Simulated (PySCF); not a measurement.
B(H)2(SMe) (CH5BS), SMILES BSC. Atoms are numbered in the order given.

```xyz
8

B     -0.6066    -1.4541     0.0000
H     -0.1615    -2.5556     0.0000
H     -1.7744    -1.2315     0.0000
S      0.5702    -0.1513     0.0000
C     -0.4004     1.3951     0.0000
H     -0.1449     1.9717     0.8869
H     -0.1449     1.9717    -0.8869
H     -1.4626     1.1655     0.0000
```

The structure is a stationary point at B3LYP-D3(BJ)/def2-TZVP.

Method: TDDFT-M06-2X/def2-SVPD in PySCF 2.14.0.

Vertical excitations. The molecule is in vacuum. State labels are in the subgroup Cs.

Q: Give excitation energies, oscillator strengths and character. (Estimate from the structure and the level; the computed values follow.)

A: 
```json
[
 {"state": "S1", "symmetry": "A\"", "energy (eV)": "6.01", "λ (nm)": "206", "f": "0.000", "main pairs": "HOMO−1→LUMO 95 %"},
 {"state": "S2", "symmetry": "A'", "energy (eV)": "6.12", "λ (nm)": "202", "f": "0.165", "main pairs": "HOMO→LUMO 95 %"},
 {"state": "S3", "symmetry": "A\"", "energy (eV)": "6.63", "λ (nm)": "187", "f": "0.001", "main pairs": "HOMO−2→LUMO 86 %"},
 {"state": "S4", "symmetry": "A\"", "energy (eV)": "6.94", "λ (nm)": "179", "f": "0.000", "main pairs": "HOMO→LUMO+2 39 %, HOMO→LUMO+1 26 %, HOMO−2→LUMO 9 %, HOMO→LUMO+6 7 %"},
 {"state": "S5", "symmetry": "A\"", "energy (eV)": "7.36", "λ (nm)": "168", "f": "0.054", "main pairs": "HOMO→LUMO+1 60 %, HOMO→LUMO+2 20 %, HOMO→LUMO+5 10 %"},
 {"state": "S6", "symmetry": "A\"", "energy (eV)": "8.09", "λ (nm)": "153", "f": "0.008", "main pairs": "HOMO→LUMO+3 87 %"},
 {"state": "S7", "symmetry": "A'", "energy (eV)": "8.13", "λ (nm)": "153", "f": "0.089", "main pairs": "HOMO−1→LUMO+1 47 %, HOMO−1→LUMO+2 29 %, HOMO−1→LUMO+6 8 %"},
 {"state": "S8", "symmetry": "A'", "energy (eV)": "8.34", "λ (nm)": "149", "f": "0.033", "main pairs": "HOMO−1→LUMO+1 39 %, HOMO−1→LUMO+2 37 %, HOMO−1→LUMO+5 11 %, HOMO−1→LUMO+3 6 %"},
 {"state": "S9", "symmetry": "A'", "energy (eV)": "8.36", "λ (nm)": "148", "f": "0.019", "main pairs": "HOMO→LUMO+4 92 %"},
 {"state": "S10", "symmetry": "A\"", "energy (eV)": "8.43", "λ (nm)": "147", "f": "0.008", "main pairs": "HOMO→LUMO+6 38 %, HOMO→LUMO+2 27 %, HOMO→LUMO+5 24 %"},
 {"state": "T1", "symmetry": "A'", "energy (eV)": "4.50", "λ (nm)": "275", "f": "0", "main pairs": "HOMO→LUMO 96 %"},
 {"state": "T2", "symmetry": "A\"", "energy (eV)": "5.61", "λ (nm)": "221", "f": "0", "main pairs": "HOMO−1→LUMO 93 %"},
 {"state": "T3", "symmetry": "A\"", "energy (eV)": "6.29", "λ (nm)": "197", "f": "0", "main pairs": "HOMO−2→LUMO 93 %"},
 {"state": "T4", "symmetry": "A\"", "energy (eV)": "6.55", "λ (nm)": "189", "f": "0", "main pairs": "HOMO→LUMO+2 42 %, HOMO→LUMO+1 18 %, HOMO→LUMO+6 16 %, HOMO→LUMO+5 9 %"}
]
```
Triplets are in the Tamm–Dancoff approximation, which puts them higher than full response would, so one can lie above its singlet here.
